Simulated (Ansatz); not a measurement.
[GaF4]- (GaF4⁻). Total charge -1; singlet. Geometry PBE0-D4/def2-SVPD, basis def2-TZVPD, Ansatz.

```xyz
5

Ga    0.000    0.000    0.000
F     1.435   -0.930    0.548
F     0.207    1.729    0.437
F    -1.473   -0.647    0.797
F    -0.168   -0.152   -1.781
```

| run | HOMO (eV) | LUMO (eV) |
| --- | --- | --- |
| A | -4.02 | 3.47 |
| B | -5.96 | 3.97 |
| C | -5.19 | 3.33 |
| D | -7.25 | 4.13 |
| E | -5.61 | 3.63 |
| F | -4.15 | 3.06 |

HSE06 is defined as in plane-wave codes, on full-range PBE exchange.

**Question.** The runs used B97M-V, CAM-B3LYP, HSE06, PBE0, r2SCAN, r2SCAN0. Estimate which is which.

**Answer.** A r2SCAN (0 % exact exchange); B r2SCAN0 (25 % exact exchange); C HSE06 (range-separated); D CAM-B3LYP (range-separated); E PBE0 (25 % exact exchange); F B97M-V (0 % exact exchange). Exact exchange lowers occupied and raises empty levels; among semilocal functionals meta-GGAs tend to open the gap a little, and such runs are hard to tell apart. The gap grows from 7.21 eV (B97M-V) to 11.38 eV (CAM-B3LYP).
